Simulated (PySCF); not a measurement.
PySCF job for Al(Me)2(vinyl) (C₄H₉Al), SMILES C=[CH][Al]([CH3])[CH3], TDDFT-PBE/def2-SVPD. Geometry optimised at B3LYP-D3(BJ)/def2-SVP. The structure was generated by enumeration; whether it is a known compound was not checked. One conformer was computed; it need not be the lowest.

```python
import numpy as np
from pyscf import gto, scf, dft, tdscf

mol = gto.M(
    atom='''
    Al   -0.02696859   -0.03110012    0.43974942
    C    -0.41008682   -1.07702673    2.05609894
    H    -0.70198334   -2.11931714    1.84772529
    H    -1.22441971   -0.61373829    2.64263310
    H     0.46765524   -1.10402526    2.72730060
    C     0.52212548    1.85356101    0.54291831
    H     1.48448113    2.02205975    0.02727947
    H     0.63314962    2.21464949    1.57846852
    H    -0.21273698    2.50967975    0.04225145
    C    -0.18395145   -0.82522362   -1.34065566
    C     0.07442715   -0.12104411   -2.45849824
    H    -0.48893024   -1.87224188   -1.49127488
    H    -0.00761394   -0.54560071   -3.46848178
    H     0.38590389    0.93123674   -2.42182453
    ''',
    basis='def2-SVPD',
    charge=0,
    spin=0,
    max_memory=1600,
    verbose=4,
)
mf = dft.RKS(mol, xc='pbe').density_fit(auxbasis='def2-universal-jkfit')
mf.grids.level = 3
mf.conv_tol = 1e-9
mf.max_cycle = 100
mf.kernel()
mf.grids = dft.Grids(mol).set(level=1).build(with_non0tab=True)  # coarser grid for the response kernel
td = tdscf.TDDFT(mf)
td.singlet = True
td.nstates = 10
td.conv_tol = 1e-4
td.positive_eig_threshold = 1e-6
td.kernel(x0=td.get_init_guess(mf, 15))
td.analyze()
tt = tdscf.TDA(mf)
tt.singlet = False
tt.nstates = 4
tt.conv_tol = 1e-4
tt.positive_eig_threshold = 1e-6
tt.kernel(x0=tt.get_init_guess(mf, 9))
tt.analyze(verbose=3)
```

Program output:

```
PySCF version 2.14.0

[INPUT] verbose = 4
[INPUT] num. atoms = 14
[INPUT] num. electrons = 46
[INPUT] charge = 0
[INPUT] spin (= nelec alpha-beta = 2S) = 0
[INPUT] symmetry False subgroup None
[INPUT] Mole.unit = angstrom
[INPUT] Symbol           X                Y                Z      unit          X                Y                Z       unit  Magmom
[INPUT]  1 Al    -0.026968590000  -0.031100120000   0.439749420000 AA   -0.050963249066  -0.058770709241   0.831005967236 Bohr   0.0
[INPUT]  2 C     -0.410086820000  -1.077026730000   2.056098940000 AA   -0.774951777094  -2.035285548536   3.885463881609 Bohr   0.0
[INPUT]  3 H     -0.701983340000  -2.119317140000   1.847725290000 AA   -1.326556256607  -4.004928965697   3.491694751533 Bohr   0.0
[INPUT]  4 H     -1.224419710000  -0.613738290000   2.642633100000 AA   -2.313817913419  -1.159797280259   4.993852806710 Bohr   0.0
[INPUT]  5 H      0.467655240000  -1.104025260000   2.727300600000 AA    0.883740324318  -2.086305376002   5.153851193362 Bohr   0.0
[INPUT]  6 C      0.522125480000   1.853561010000   0.542918310000 AA    0.986674159857   3.502722664072   1.025966913912 Bohr   0.0
[INPUT]  7 H      1.484481130000   2.022059750000   0.027279470000 AA    2.805262772785   3.821139135006   0.051550727123 Bohr   0.0
[INPUT]  8 H      0.633149620000   2.214649490000   1.578468520000 AA    1.196479377672   4.185080998008   2.982873199048 Bohr   0.0
[INPUT]  9 H     -0.212736980000   2.509679750000   0.042251450000 AA   -0.402014628767   4.742607387867   0.079843668866 Bohr   0.0
[INPUT] 10 C     -0.183951450000  -0.825223620000  -1.340655660000 AA   -0.347617860717  -1.559446633322  -2.533472024748 Bohr   0.0
[INPUT] 11 C      0.074427150000  -0.121044110000  -2.458498240000 AA    0.140646929732  -0.228740216892  -4.645888351325 Bohr   0.0
[INPUT] 12 H     -0.488930240000  -1.872241880000  -1.491274880000 AA   -0.923944247618  -3.538024392141  -2.818101099644 Bohr   0.0
[INPUT] 13 H     -0.007613940000  -0.545600710000  -3.468481780000 AA   -0.014388261329  -1.031035915268  -6.554480632244 Bohr   0.0
[INPUT] 14 H      0.385903890000   0.931236740000  -2.421824530000 AA    0.729252662504   1.759782395733  -4.576585083454 Bohr   0.0

nuclear repulsion = 194.930571541644
number of shells = 78
number of NR pGTOs = 252
number of NR cGTOs = 176
basis = def2-SVPD
ecp = {}


[settings echo left out]
init E= -399.542284249048
  HOMO = -0.328156245579833  LUMO = -0.131373715961324  gap/eV = 5.35473
cycle= 1 E= -399.546560023069  delta_E= -0.00428  |g|= 0.75  |ddm|= 4.79
  HOMO = -0.128721312091782  LUMO = -0.027142269984302  gap/eV = 2.76411
cycle= 2 E= -399.308258958325  delta_E= 0.238  |g|= 1.15  |ddm|= 2.75
  HOMO = -0.239175264114238  LUMO = -0.0755165448663053  gap/eV = 4.45338
cycle= 3 E= -399.704871241041  delta_E= -0.397  |g|= 0.0862  |ddm|= 1.92
  HOMO = -0.231844361654119  LUMO = -0.0739582510282961  gap/eV = 4.29630
cycle= 4 E= -399.704846671509  delta_E= 2.46e-05  |g|= 0.0894  |ddm|= 0.197
  HOMO = -0.233164147500463  LUMO = -0.0723156764989059  gap/eV = 4.37691
cycle= 5 E= -399.707151575412  delta_E= -0.0023  |g|= 0.00904  |ddm|= 0.102
  HOMO = -0.233596469559045  LUMO = -0.0728159040036407  gap/eV = 4.37506
cycle= 6 E= -399.707176728629  delta_E= -2.52e-05  |g|= 0.0027  |ddm|= 0.027
  HOMO = -0.233673095773655  LUMO = -0.0729488966068295  gap/eV = 4.37353
cycle= 7 E= -399.707178521605  delta_E= -1.79e-06  |g|= 0.000995  |ddm|= 0.00454
  HOMO = -0.233612024224234  LUMO = -0.0728868926456303  gap/eV = 4.37355
cycle= 8 E= -399.707178806134  delta_E= -2.85e-07  |g|= 0.000171  |ddm|= 0.00166
  HOMO = -0.233624737989527  LUMO = -0.0729027400776516  gap/eV = 4.37347
cycle= 9 E= -399.70717881444  delta_E= -8.31e-09  |g|= 4.49e-05  |ddm|= 0.000404
  HOMO = -0.233627364377775  LUMO = -0.0729042189907982  gap/eV = 4.37350
cycle= 10 E= -399.707178814905  delta_E= -4.65e-10  |g|= 2.05e-05  |ddm|= 8.64e-05
  HOMO = -0.233624976489736  LUMO = -0.0729013045400437  gap/eV = 4.37351
Extra cycle  E= -399.707178814598  delta_E= 3.07e-10  |g|= 3.82e-05  |ddm|= 7.33e-05
converged SCF energy = -399.707178814598
tot grids = 49320
Overwritten attributes  positive_eig_threshold  of <class 'pyscf.tdscf.rks.CasidaTDDFT'>


******** <class 'pyscf.tdscf.rks.CasidaTDDFT'> for <class 'pyscf.df.df_jk.DFRKS'> ********
nstates = 10 singlet
deg_eia_thresh = 1.000e-03
wfnsym = None
conv_tol = 0.0001
eigh lindep = 1e-12
eigh level_shift = 0
eigh max_cycle = 100


Excitation energies (eV)
[4.4412122  4.5286724  5.66844567 5.83922885 5.92950315 6.1659723
 6.3628728  6.39556316 6.73015453 6.85193462]

** Singlet excitation energies and oscillator strengths **
Excited State   1:      4.44121 eV    279.17 nm  f=0.0000
      22 -> 24        0.69006
      23 -> 24        0.15250
Excited State   2:      4.52867 eV    273.78 nm  f=0.0000
      22 -> 24        0.15255
      23 -> 24       -0.68840
Excited State   3:      5.66845 eV    218.73 nm  f=0.1343
      21 -> 24       -0.64487
      21 -> 26       -0.26985
Excited State   4:      5.83923 eV    212.33 nm  f=0.0516
      23 -> 25       -0.69996
Excited State   5:      5.92950 eV    209.10 nm  f=0.0789
      22 -> 25        0.70179
Excited State   6:      6.16597 eV    201.08 nm  f=0.0199
      21 -> 25        0.70524
Excited State   7:      6.36287 eV    194.86 nm  f=0.0002
      20 -> 24       -0.21571
      23 -> 26       -0.67147
Excited State   8:      6.39556 eV    193.86 nm  f=0.0000
      22 -> 26        0.70577
Excited State   9:      6.73015 eV    184.22 nm  f=0.0115
      20 -> 24       -0.66388
      23 -> 26        0.20952
Excited State  10:      6.85193 eV    180.95 nm  f=0.0129
      23 -> 27        0.69808

** Transition electric dipole moments (AU) **
state          X           Y           Z        Dip. S.      Osc.
  1         0.0170     -0.0030      0.0003      0.0003      0.0000
  2         0.0158     -0.0058     -0.0016      0.0003      0.0000
  3         0.0491      0.0306     -0.9817      0.9671      0.1343
  4        -0.0332     -0.2035     -0.5642      0.3608      0.0516
  5         0.1909      0.6013     -0.3812      0.5433      0.0789
  6         0.3488     -0.1003      0.0059      0.1318      0.0199
  7        -0.0334      0.0103     -0.0046      0.0012      0.0002
  8        -0.0156     -0.0018      0.0019      0.0002      0.0000
  9        -0.2529      0.0768     -0.0118      0.0700      0.0115
 10        -0.0498     -0.1374      0.2350      0.0766      0.0129

** Transition velocity dipole moments (imaginary part, AU) **
state          X           Y           Z        Dip. S.      Osc.
  1         0.0033     -0.0006      0.0001      0.0000      0.0000
  2         0.0010     -0.0005     -0.0004      0.0000      0.0000
  3         0.0098      0.0052     -0.2042      0.0418      0.1338
  4        -0.0076     -0.0457     -0.1249      0.0178      0.0552
  5         0.0434      0.1370     -0.0860      0.0280      0.0858
  6         0.0914     -0.0264      0.0019      0.0090      0.0266
  7        -0.0063      0.0020     -0.0010      0.0000      0.0001
  8        -0.0041     -0.0004      0.0005      0.0000      0.0000
  9        -0.0655      0.0199     -0.0031      0.0047      0.0126
 10        -0.0133     -0.0369      0.0611      0.0053      0.0140

** Transition magnetic dipole moments (imaginary part, AU) **
state          X           Y           Z
  1        -0.0652     -0.3109     -0.6262
  2        -0.0499     -0.1896     -0.1194
  3        -0.3976      0.1135     -0.0169
  4        -0.3876      0.1072     -0.0106
  5         0.2076     -0.0664      0.0012
  6         0.1460      0.4876     -0.2094
  7        -0.2662     -0.8344      0.6085
  8        -0.1042     -0.4499     -0.7281
  9         0.2711      0.7516     -1.0112
 10        -0.1341      0.0368     -0.0005
Overwritten attributes  positive_eig_threshold  of <class 'pyscf.tdscf.rks.TDA'>


******** <class 'pyscf.tdscf.rks.TDA'> for <class 'pyscf.df.df_jk.DFRKS'> ********
nstates = 4 triplet
deg_eia_thresh = 1.000e-03
wfnsym = None
conv_tol = 0.0001
eigh lindep = 1e-12
eigh level_shift = 0
eigh max_cycle = 100


Excitation energies (eV)
[4.0004848  4.1194441  4.29900356 5.64563716]

** Triplet excitation energies and oscillator strengths **
Excited State   1:      4.00048 eV    309.92 nm  f=0.0000
Excited State   2:      4.11944 eV    300.97 nm  f=0.0000
Excited State   3:      4.29900 eV    288.40 nm  f=0.0000
Excited State   4:      5.64564 eV    219.61 nm  f=0.0000
```

The calculation finished and met its thresholds.
